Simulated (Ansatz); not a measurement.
Reactions of GeH$_{7}$NOSi, SMILES `[OH][GeH2][NH][SiH3]`.

Program: Ansatz. Geometries: PBE0-D4/def2-TZVP. ΔE: electronic, gas phase. CBS: MP2 limit from def2 TZ/QZ plus the TZ coupled-cluster correction, frozen cores. This one scheme is used for every species. def2 core potentials past Kr. For Ge, Te outer-core shells are correlated without core-valence functions, which leaves a few kJ/mol of doubt a bond. Scalar relativity is left out up to krypton. One conformer a species, not always the lowest.

Task: Order these by ΔE at CCSD(T)/CBS, lowest first. (Best estimate.)
A. `[OH][GeH2][NH][SiH3]` + H₂O → `[OH][GeH2][OH]` + `N[SiH3]`
B. `[OH][GeH2][NH][SiH3]` + CH₃NH₂ → `C[NH][GeH2][OH]` + `N[SiH3]`
C. `[OH][GeH2][NH][SiH3]` + `C=CCO` → `C=CCO[SiH3]` + `[NH2][GeH2][OH]`
D. `[OH][GeH2][NH][SiH3]` + H₂Te → `[OH][GeH2][TeH]` + `N[SiH3]`

Result: D (-9.4 kcal/mol), C (-4.6 kcal/mol), A (-0.9 kcal/mol), B (+3.0 kcal/mol).

Largest T1 diagnostic: 0.012, for `[OH][GeH2][OH]`.
